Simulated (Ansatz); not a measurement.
`C#C[SiH](N)[GaH2]` + H₂ → `N[SiH2][GaH2]` + `C#C` at 500 K and 1 bar (hydrogenolysis of the Si–C bond).

Gas-phase electronic energies from Ansatz, PBE0-D4/def2-TZVP geometries. CCSD(T)/CBS is the MP2 limit (def2-TZVPP, def2-QZVPP) plus CCSD(T) − MP2 in def2-TZVPP, frozen cores. This one scheme is used for every species. For Ga outer-core shells are correlated without core-valence functions, which leaves a few kJ/mol of doubt a bond. Scalar relativity is left out up to krypton. Each species was taken in one conformer, which may not be the lowest.

```csv
species,CCSD(T)/CBS energy (Eh),H − E (kJ/mol),S (J/(mol·K))
`C#C[SiH](N)[GaH2]`,-2347.39412,234.7,467.0
H₂,-1.17544,41.0,145.5
`N[SiH2][GaH2]`,-2271.33200,191.0,398.7
`C#C`,-77.22717,90.7,225.3
```

H − E and S are ideal-gas, rigid-rotor, harmonic terms from PBE0-D4/def2-TZVP, for one conformer and one mirror image of each species. For small species the MP2-based limit differs from directly extrapolated CCSD(T) by up to some mEh (0.8 for H₂); such offsets cancel only in part. 1 Eh = 2625.50 kJ/mol, R = 8.31446 J/(mol·K).

Problem. By hand: ΔE, ΔH, ΔS and ΔG.

Solution. ΔE = (-2271.33200) + (-77.22717) − (-2347.39412) − (-1.17544) = 0.01039 Eh = 27.3 kJ/mol. Δ(H − E) = 191.0 + 90.7 − 234.7 − 41.0 = 6.0, so ΔH = 33.3 kJ/mol. ΔS = 398.7 + 225.3 − 467.0 − 145.5 = 11.5 J/(mol·K). ΔG = 33.3 − 500 × (11.5)/1000 = 27.5 kJ/mol.

Problem. By hand: the equilibrium constant, and the temperature at which ΔG would vanish if ΔH and ΔS stayed fixed.

Solution. log₁₀ K = −ΔG/(RT ln 10) = -2.9. ΔG = 0 at ΔH/ΔS = 2896 K, far beyond where these terms or the molecules hold.

The number of gas molecules stays the same, so ΔS is small and ΔH decides. A doubt of 5 kJ/mol in ΔE shifts log₁₀ K by 0.5 here. Other conformers and mirror images would add mixing entropy, several J/(mol·K) or more a flexible species. Modes under 60 cm⁻¹, often nearly free rotors, make the harmonic entropy too high. These are equilibria of isolated gas molecules and say nothing of rates. Largest T1 diagnostic: 0.013 (customary marks: 0.02 for closed shells, 0.045 for open ones).
